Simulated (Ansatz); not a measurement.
Stepwise reaction of `[Br][GeH2][Br]` with hydrogen fluoride, as a gas-phase model of exchange steps in deposition or etching. ΔE in kJ/mol; ΔG adds harmonic PBE0-D4 terms to CCSD(T)/CBS, at 1 bar.

Gas-phase electronic energies from Ansatz, PBE0-D4/def2-TZVP geometries. CCSD(T)/CBS is the MP2 limit (def2-TZVPP, def2-QZVPP) plus CCSD(T) − MP2 in def2-TZVPP, frozen cores. This one scheme is used for every species. Functionals use def2-TZVPP. B3LYP here is the variant with VWN-RPA as its local correlation; programs differ in this. For Br, Ge outer-core shells are correlated without core-valence functions, which leaves a few kJ/mol of doubt a bond. Scalar relativity is left out up to krypton.

```csv
step,reaction,PBE-D4,B3LYP-D4,ωB97M-V,CCSD(T)/CBS,ΔG(400 K)
1,`[Br][GeH2][Br]` + H–F → `[F][GeH2][Br]` + HBr,22.5,18.1,17.7,25.2,15.7
```

Problem. Give the row of step 2, `[F][GeH2][Br]` + H–F → `[F][GeH2][F]` + HBr. (An estimate is asked.)

Solution. The calculation gave: 
```tsv
step	reaction	PBE-D4	B3LYP-D4	ωB97M-V	CCSD(T)/CBS	ΔG(400 K)
2	`[F][GeH2][Br]` + H–F → `[F][GeH2][F]` + HBr	17.7	12.3	12.4	18.2	13.6
```

Problem. By hand: ΔE of the 2 steps together at CCSD(T)/CBS.

Solution. (25.2) + (18.2) = 43.4 kJ/mol, or 21.7 kJ/mol a step.

In ΔE each step is lower than the one before. All are uphill at CCSD(T)/CBS. ΔG lies between 13.6 and 15.7 kJ/mol a step. PBE-D4 differs from CCSD(T)/CBS by -2.7 to -0.5 kJ/mol a step. Isolated molecules leave out the surface, adducts and barriers. Largest T1 diagnostic: 0.012.
